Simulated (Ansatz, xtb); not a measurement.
# CH3STe+: which of two structures lies lower

We compare a, a triplet given by its coordinates, with b, `C1[SH+][Te]1`, a singlet. Both are isolated ions in the gas phase, relaxed with PBE0-D3(BJ)/def2-SVP.

a (Å):

```yaml
atoms:
  - { symbol: C, position_ang: [1.1375, -1.1011, -1.9794] }
  - { symbol: S, position_ang: [2.6372, -0.2237, -1.4348] }
  - { symbol: Te, position_ang: [1.9545, 1.9667, -0.9720] }
  - { symbol: H, position_ang: [0.3903, -1.1377, -1.1757] }
  - { symbol: H, position_ang: [1.5062, -2.1169, -2.1885] }
  - { symbol: H, position_ang: [0.7349, -0.6579, -2.8997] }
```

Close contacts (Å): C1–S2 1.82, S2–Te3 2.34, C1–H4 1.10, C1–H5 1.10, C1–H6 1.10.

b (Å):

```xyz
6

C     1.0166   -0.5176   -2.3226
S     2.5601   -0.8178   -1.4044
Te    1.2211    1.2453   -1.1077
H     0.2035   -1.2113   -2.0781
H     1.2203   -0.3917   -3.3928
H     2.0508   -1.5705   -0.3891
```

Estimate which is lower in electronic energy at CCSD(T)/def2-TZVPP, and by roughly how much.

The CCSD(T)/def2-TZVPP calculation puts structure a lower, by 0.115 eV.

Level by level:

| level | geometry | E(b) − E(a) (eV) | departure from the last row (eV) | job, with rough time for the two |
| --- | --- | --- | --- | --- |
| PBE0-D3(BJ)/def2-SVP | PBE0-D3(BJ)/def2-SVP | +0.365 | +0.251 | optimisation, 19 s |
| HF/def2-TZVPP | PBE0-D3(BJ)/def2-SVP | +0.967 | +0.852 | part of the CCSD(T) run |
| MP2/def2-TZVPP | PBE0-D3(BJ)/def2-SVP | −0.042 | −0.157 | part of the CCSD(T) run |
| CCSD(T)/def2-TZVPP | PBE0-D3(BJ)/def2-SVP | +0.115 |  | single point, 3.6 min |

MP2/def2-TZVPP puts the two in the other order. The largest departure from CCSD(T)/def2-TZVPP is that of HF/def2-TZVPP, 0.852 eV. At CCSD(T)/def2-TZVPP a singlet with the links of a lies below this triplet. Levels run at GFN2-xTB geometries aren't shown.

With harmonic frequencies from PBE0-D3(BJ)/def2-SVP (ideal gas, rigid rotor, one conformer each, 600 K, 1 atm): on the last row, ΔE + ΔZPE = +0.079, ΔH = +0.061, ΔG = +0.225 eV.

Open shells are spin-unrestricted. The correlated steps freeze 10 core orbitals; the filled d shell of Te is correlated, in a basis made for valence electrons. Atoms past krypton carry core potentials in the def2 sets and no spin–orbit term is included. ΔG holds the spin degeneracy. Mirror images aren't counted in ΔG. Codes used: Ansatz 0.2.0; the last row on 2 threads of Arm Neoverse V2 on a shared host.
